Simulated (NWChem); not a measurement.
CH$_{5}$GaO$_{2}$; SMILES [Ga]([OH])([CH3])[OH]

```xyz
9

Ga    -0.0238     0.0002     0.0001
C      0.2153    -1.9331     0.0005
H      0.7017    -2.2626    -0.9298
H     -0.7647    -2.4242     0.0787
H      0.8428    -2.2530     0.8455
O     -1.6541     0.7179    -0.0014
H     -1.6404     1.6807    -0.0060
O      1.2477     1.2603    -0.0018
H      2.1527     0.9353    -0.0003
```
Atoms are numbered in this order, from 1.

Results from NWChem. STO-3G and 3-21G are far too small for this property and stand as cheap habits. Geometry: optimised at PBE0/def2-SVP. GIAO values for the isolated, static molecule; σ is the absolute isotropic shielding, δ = σ(reference) − σ with the isolated reference molecule computed at the same levels (13C: tetramethylsilane, 1H: tetramethylsilane, 17O: water).

Question: Predict the results for Hartree-Fock/STO-3G. Quantities: σ Ga1 (ppm); δ C2 (ppm); δ H3 (rotor mean) (ppm); δ O6 (ppm); δ H7 (ppm); δ O8 (ppm); δ H9 (ppm).

Answer: 
```
Quantity                 Result
-----------------------  ------
σ Ga1 (ppm)              1438.6
δ C2 (ppm)                -10.7
δ H3 (rotor mean) (ppm)   -0.17
δ O6 (ppm)                -24.1
δ H7 (ppm)                 1.06
δ O8 (ppm)                -14.8
δ H9 (ppm)                 0.28
```
